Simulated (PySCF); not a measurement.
Z-matrix (Å, degrees):
```
N
H 1 1.0064
H 1 1.0087 2 111.00
Al 1 1.7629 2 124.97 3 179.99
F 4 1.6564 1 117.07 2 -179.95
```
Charge 0, spin multiplicity 2.

Predict the total energy, highest occupied spin orbital and dipole moment from CAM-B3LYP-D3(BJ)/def2-TZVP (PySCF).


The total energy is -398.3413 Ha and the highest occupied spin orbital comes out as -7.38 eV. The dipole moment is 0.470 e·Å.
